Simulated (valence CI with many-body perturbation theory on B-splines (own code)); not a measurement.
## Level structure of Er³⁶⁺

Calculated by configuration interaction combined with many-body perturbation theory (CI+MBPT): four valence electrons over a frozen Dirac-Fock core [Ar] 3d10, radial functions for each j: 11 s, 11 p, 9 d, 7 f, 5 g, 2 h, 1 i, with the one-electron correlation potential Σ1, the two-electron term Σ2, the three-electron term Σ3, Breit, model QED; selected CI, second order for the rest (own B-spline code, finite nucleus).

No measured spectrum was set against this ion. As an estimate, large intervals hold to a few tenths of a per cent, small ones and those within an open d or f shell to about a per cent.

Levels 46 to 69 of 69, with energies above the lowest level, (4s^2 4p1/2^2) J=0. "Leading %" is the weight of the configuration and term that name the level; weights of strongly mixed levels are sums over their largest components and can fall short. In the jj column 3d3/2^4 stands for four electrons in 3d with j = 3/2.

```
No.  Configuration  Term  J  E (eV)  Leading %   Second component                   Leading jj
 46      4s 4p2 4d    3P  2  341.45         24  24 % 4s 4p2 4d 5D  4s 4p1/2 4p3/2 4d5/2 (63 %)
 47      4s 4p2 4d    5P  1  342.28         32  21 % 4s 4p2 4d 3P  4s 4p1/2 4p3/2 4d5/2 (47 %)
 48      4s 4p2 4d    3D  1  343.62         30        23 % 4p4 3P  4s 4p1/2 4p3/2 4d3/2 (66 %)
 49      4s 4p2 4d    3F  3  346.99         31  30 % 4s 4p2 4d 5D  4s 4p1/2 4p3/2 4d5/2 (77 %)
 50      4s 4p2 4d    3P  2  348.35         19  15 % 4s 4p2 4d 1D  4s 4p1/2 4p3/2 4d5/2 (69 %)
 51      4s 4p2 4d    3F  2  350.38         22  18 % 4s2 4p 4f 3F  4s 4p1/2 4p3/2 4d3/2 (51 %)
 52      4s 4p2 4d    3D  3  351.60         27  14 % 4s 4p2 4d 3F  4s 4p1/2 4p3/2 4d5/2 (71 %)
 53      4s 4p2 4d    3D  1  351.64         56  15 % 4s 4p2 4d 3P  4s 4p1/2 4p3/2 4d3/2 (82 %)
 54      4s 4p2 4d    3F  4  351.69         21  16 % 4s 4p2 4d 3G  4s 4p1/2 4p3/2 4d5/2 (62 %)
 55      4s 4p2 4d    3D  3  354.80         45  34 % 4s 4p2 4d 3F  4s 4p1/2 4p3/2 4d5/2 (74 %)
 56      4s 4p2 4d    1G  4  355.14         49  27 % 4s 4p2 4d 3F  4s 4p1/2 4p3/2 4d5/2 (84 %)
 57      4s 4p2 4d    3P  0  356.09         86     6 % 4s2 4d2 3P  4s 4p1/2 4p3/2 4d3/2 (75 %)
 58      4s2 4p 4f    3G  3  359.70         33  22 % 4s 4p2 4d 1F      4s^2 4p1/2 4f5/2 (48 %)
 59      4s 4p2 4d    3D  1  359.71         66  12 % 4s 4p2 4d 1P  4s 4p1/2 4p3/2 4d5/2 (90 %)
 60      4s 4p2 4d    3P  2  364.90         16  15 % 4s 4p2 4d 3F  4s 4p1/2 4p3/2 4d5/2 (50 %)
 61      4s 4p2 4d    3P  1  365.23         39  29 % 4s 4p2 4d 3S  4s 4p1/2 4p3/2 4d5/2 (92 %)
 62      4s 4p2 4d    3D  2  366.35         44  17 % 4s 4p2 4d 1D  4s 4p1/2 4p3/2 4d5/2 (78 %)
 63      4s 4p2 4d    3P  0  366.46         42  40 % 4s 4p2 4d 1S  4s 4p1/2 4p3/2 4d5/2 (71 %)
 64      4s2 4p 4f    3G  3  367.75         24  22 % 4s 4p2 4d 3G  4s 4p1/2 4p3/2 4d5/2 (41 %)
 65      4s2 4p 4f    3G  4  369.13         25  23 % 4s2 4p 4f 1G      4s^2 4p1/2 4f7/2 (63 %)
 66            4p4    1D  2  369.91         30  15 % 4s 4p2 4d 3F         4p1/2 4p3/2^3 (35 %)
 67            4p4    3P  1  372.88         40  33 % 4s 4p2 4d 1P         4p1/2 4p3/2^3 (40 %)
 68      4s2 4p 4f    3D  3  373.28         24  15 % 4s 4p2 4d 3F      4s^2 4p1/2 4f7/2 (43 %)
 69      4s2 4p 4f    3F  2  374.27         13  13 % 4s 4p2 4d 3P  4s 4p1/2 4p3/2 4d5/2 (48 %)
```

Where two levels of one J and parity lie close, their mixing, g and order are uncertain.
